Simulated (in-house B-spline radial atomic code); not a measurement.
Atomic self-consistent-field run: Bi³⁺ (an excited or competing configuration). Method: Dirac-Hartree-Fock, average of the jj configuration, Fermi nucleus of rms radius 5.5211 fm. Calculated with a B-spline radial code for spherical atoms.

In the input, a minus or plus after the letter marks the j = l - 1/2 or j = l + 1/2 subshell.

Command:
```bash
python run_scf.py task.json out
```
Settings (nuclear radius in fm, mass in u):
```
Z                83
configuration    1s2 2s2 2p6 3s2 3p6 3d10 4s2 4p6 4d10 4f14 5s2 5p-2 5p+3 5d10 6s2 8p-1
hamiltonian      dirac
method           hf
spin_polarised   False
nucleus          fermi
rms_radius       5.5211
atomic_mass      208.9804
speed_of_light   137.035999084
```

Output (hartree, bohr):
```
 radial grid: 80 intervals, B-splines of order 8, outer radius 60 bohr

 iter        energy (Eh)    residual
    1      -21557.433397    1.11e+00
    2      -21559.400470    7.04e-02
    3      -21559.461551    2.91e-02
    4      -21559.470928    1.26e-02
    5      -21559.472740    2.32e-03
    6      -21559.472834    3.05e-04
    7      -21559.472836    3.88e-05
    8      -21559.472836    2.26e-05
    9      -21559.472836    1.53e-06
   10      -21559.472836    1.65e-07

 total energy                    -21559.47284
 kinetic                           25172.9969
 electron-nucleus                 -54510.7440
 electron-electron                  7778.2743

 first-order corrections (not in the total)
   Gaunt                            28.9165
   retardation                      -3.0644
   frequency dependence             -0.5976
   self-energy                      22.0271
   Uehling                          -4.7501
   Wichmann-Kroll                    0.2223
   recoil                            0.0336

 orbital      occ     eigenvalue          <r>       <r^2>       <1/r>       r_max    small
 1s1/2      2.000     -3351.1295    0.0157937  0.00034632     103.167    0.009662  1.01e-01
 2s1/2      2.000      -609.0802    0.0657512  0.00518488     25.5799     0.05639  2.33e-02
 2p1/2      2.000      -584.1787    0.0539569  0.00365292      25.489     0.04125  2.33e-02
 2p3/2      4.000      -498.7952    0.0629616  0.00482916     20.2327     0.04904  2.04e-02
 3s1/2      2.000      -150.9660     0.170741   0.0335044     9.38895      0.1586  7.86e-03
 3p1/2      2.000      -139.7755     0.161512   0.0304914     9.28589      0.1478  7.79e-03
 3p3/2      4.000      -120.4137      0.17784   0.0367575     7.91513      0.1634  6.97e-03
 3d3/2      4.000      -102.2983     0.154624    0.028073     7.79664       0.127  6.83e-03
 3d5/2      6.000       -98.2293      0.15957   0.0297701     7.49354      0.1312  6.61e-03
 4s1/2      2.000       -37.3927     0.376727    0.160231     3.97446      0.3563  2.70e-03
 4p1/2      2.000       -32.4961     0.377948    0.162549     3.86309      0.3541  2.60e-03
 4p3/2      4.000       -27.6498     0.411343    0.192305     3.40603       0.385  2.30e-03
 4d3/2      4.000       -19.6910     0.414778    0.198566     3.21134      0.3762  2.10e-03
 4d5/2      6.000       -18.7738     0.425484    0.208692      3.1062      0.3857  2.02e-03
 4f5/2      6.000        -8.3653     0.435711    0.225843     2.77142      0.3409  1.65e-03
 4f7/2      8.000        -8.1536     0.441436    0.231664     2.73212      0.3454  1.62e-03
 5s1/2      2.000        -8.2179      0.83512    0.780115     1.64799      0.7738  7.19e-04
 5p1/2      2.000        -6.4835     0.888633    0.888171     1.52919      0.8098  6.35e-04
 5p3/2      3.000        -5.5479     0.969038     1.05606     1.37198      0.8809  5.50e-04
 5d3/2      4.000        -2.9043      1.15444     1.52115     1.12978       0.999  3.88e-04
 5d5/2      6.000        -2.7448      1.19555     1.63168       1.085       1.031  3.61e-04
 6s1/2      2.000        -1.9120      1.95283     4.24962     0.66332       1.783  1.51e-04
 8p1/2      1.000        -0.3732      7.91926     69.7494    0.166706       8.199  1.71e-05
```

Cost of the run: 2.5 s on 1 thread of Arm Neoverse N1, with other jobs on the host.

For the Dirac Hamiltonian the kinetic term is c α·p + (β - 1)c².
